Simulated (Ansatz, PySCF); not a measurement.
The pair A = BGeH5 (SMILES [BH2][GeH3]) (first 7 atoms), B = H2O (SMILES O); geometry from B3LYP-D3(BJ)/def2-TZVP.
(charge 0, multiplicity 1):
| atom | x (Å) | y (Å) | z (Å) |
|---|---|---|---|
| B | 1.2228 | 0.2876 | 0.8022 |
| Ge | -0.6192 | -0.0185 | -0.1290 |
| H | 2.0332 | -0.5662 | 0.5876 |
| H | 1.6274 | 1.4131 | 0.7644 |
| H | -0.5644 | 0.0266 | -1.6702 |
| H | -1.2459 | -1.3967 | 0.2370 |
| H | -1.7065 | 1.0102 | 0.2943 |
| O | 0.9414 | 0.0806 | 2.4767 |
| H | 0.5703 | -0.7957 | 2.6521 |
| H | 0.3058 | 0.7356 | 2.7976 |

Correlated levels freeze the cores. Filled d and f shells under p-block atoms count as core. CBS(a, b) extrapolates the correlation energy as X⁻³ and adds the Hartree–Fock energy of set b. MP2 and its Hartree–Fock in aug-cc-pVTZ are density fitted.

Codes used: Ansatz (Gaussian orbitals); PySCF for the dispersion terms. Each number belongs to the level named beside it.

The monomers are drawn apart, rigid, along the line of their centres of mass. Counterpoise-corrected interaction energies (kcal/mol):

```csv
level,R = 3.485 Å,R = 4.169 Å
PBE/def2-TZVPPD,-14.5378,-5.2434
PBE-D3(BJ)/def2-TZVPPD,-15.5586,-5.8781
wB97M-V/def2-TZVPPD,-14.2712,-5.1574
"MP2/CBS(aug-cc-pVDZ, aug-cc-pVTZ) + ΔCCSD(T)/aug-cc-pVDZ",-13.1446,-4.8546
```

Q: R is the distance of the centres of mass. Find the local exponent m of E ∝ R⁻ᵐ between the two points.

A: 
m = ln(E₁/E₂)/ln(R₂/R₁): PBE/def2-TZVPPD 5.7; PBE-D3(BJ)/def2-TZVPPD 5.4; wB97M-V/def2-TZVPPD 5.7; MP2/CBS(aug-cc-pVDZ, aug-cc-pVTZ) + ΔCCSD(T)/aug-cc-pVDZ 5.6. For scale, two fixed dipoles give m = 3, dipole and quadrupole 4, quadrupoles 5, and dispersion or dipole-induced dipole 6 at long range; at these distances several terms mix, and what is left of overlap and damping shifts m, so it need not match one of them.

Ansatz is a quantum-chemistry and plane-wave program.
